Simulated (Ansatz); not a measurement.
C2H2Cl2, triplet, at a GFN2-xTB geometry (a higher spin typed on purpose: for a closed-shell molecule this is an excited state); PBE/STO-3G (Ansatz, a program for electronic structure).

Input for Ansatz:
Ansatz 0.2 input:
```yaml
crystal:
  periodic: [false, false, false]
  atoms:
    - {symbol: Cl, position_ang: [1.84580219, 0.10502188, 0.36542902]}
    - {symbol: C, position_ang: [0.62756750, -0.33863555, -0.77902184]}
    - {symbol: C, position_ang: [-0.61363959, 0.33010290, -0.79364259]}
    - {symbol: Cl, position_ang: [-1.85199473, -0.10122815, 0.33379943]}
    - {symbol: H, position_ang: [0.79134647, -1.31157673, -1.21145625]}
    - {symbol: H, position_ang: [-0.76964071, 1.29827915, -1.23944078]}
basis:
  gaussian:
    orbitals: STO-3G
hamiltonian:
  xc: pbe
magnetization: {spin_polarized: true, initial_magnetization: 2}
accuracy: high
```

### Question
What does Ansatz print? Leave out banner, timings and long lists.

### Answer

```
Functional definition: PBE
580 factors; integrals over basis functions are off by at most 4.7e-9 eV
mean field evaluation 1: about -26835.2904 eV, gradient 8.8e0 eV
mean field evaluation 2: about -26833.9385 eV, gradient 1.7e1 eV
mean field evaluation 4: about -26835.9075 eV, gradient 1.2e-1 eV
mean field evaluation 8: about -26835.8546 eV, gradient 1.2e-3 eV
mean field evaluation 16: about -26835.8546 eV, gradient 4.9e-8 eV
mean field -26835.85464661 eV, -986.1994682675 hartree, gradient 1.6e-8 eV, S^2 2.002843; 0 other end points of the search recorded, 0 dependent functions left out
reference -26835.85464860 eV, -986.1994683404 hartree; 25, 23 occupied and 5, 7 virtual orbitals, 580 factors
Total energy: -26835.85464860 eV, -986.1994683404 hartree
```
